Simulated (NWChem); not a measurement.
Isomers of C$_{3}$H$_{5}$ClSi, each optimised at PBE0/def2-SVP with NWChem, gas phase unless a solvent is named. Flexible species stand in one conformer each, which need not be the lowest. 

A: C#C[Si@@H](C)Cl
B: C1=C(Cl)[SiH2]C1
C: [SiH3]C=C=CCl
D: C#CC[SiH2]Cl

Problem. Rank them by orbital gap (eV), PBE0/def2-SVP, lowest first.

Solution. C (6.14), B (6.95), A (7.92), D (8.11)
